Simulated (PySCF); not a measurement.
Vertical excitations of a molecule C2H6F2Si from TDDFT-PBE/def2-SVPD in PySCF, as energy in eV (oscillator strength): 6.83 (0.008), 6.99 (0.001), 7.26 (0.026), 7.70 (0.051), 7.88 (0.006), 7.91 (0.007), 8.09 (0.008), 8.12 (0.012), 8.13 (0.006), 8.22 (0.072). Lowest triplet (TDA): 6.44 eV. The structure is a stationary point at ωB97X-D3(BJ)/def2-SVP. The values are those of a single conformer.

**Question.** Identify the compound among the candidates.
A. C[C@@H](F)[SiH2]F
B. FC(F)C[SiH3]
C. C[Si@H](F)CF
D. CC[SiH](F)F

**Answer.** C, C[Si@H](F)CF
